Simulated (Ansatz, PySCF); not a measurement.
Process, species as SMILES: [Cl][Ge]([Br])([Br])[Br] + 4 [H][H] (H2) -> 3 Br (HBr) + Cl (HCl) + [GeH4] (GeH4)
Geometries: B3LYP-D3(BJ)/def2-TZVP minima from Ansatz (a program for electronic structure). Frequencies are from Ansatz or PySCF.
Geometry of the first species:
```xyz
5

Cl    -0.0238     0.0989     2.4149
Ge    -0.0027     0.0112     0.2731
Br     2.0502    -0.7499    -0.4242
Br    -1.6519    -1.4245    -0.4330
Br    -0.3843     2.1161    -0.5655
```
Charge 0, spin multiplicity 1.

Wanted: energy of full hydrogenation (0 K, with B3LYP-D3(BJ) harmonic zero-point energies), in kcal/mol. Valence correlation only, unless marked. No spin-orbit coupling. The frozen core is the preceding noble-gas configuration, with the filled d and f shells of earlier blocks. Non-relativistic. CBS(X,Y): correlation extrapolated as X^-3; Hartree-Fock from the larger set.

```tsv
level	program	energy of full hydrogenation (kcal/mol)
HF/def2-TZVPP	Ansatz	47.0
HF/def2-QZVPPD	Ansatz	46.0
PBE/def2-TZVPD	Ansatz	56.1
BLYP-D4/def2-TZVPD	Ansatz + dftd4	63.9
```

Estimate the value at CCSD(T)/CBS(def2-TZVPPD,def2-QZVPPD) as computed with Ansatz.

62.7 kcal/mol, so BLYP-D4/def2-TZVPD differs from it by 1.2 kcal/mol.
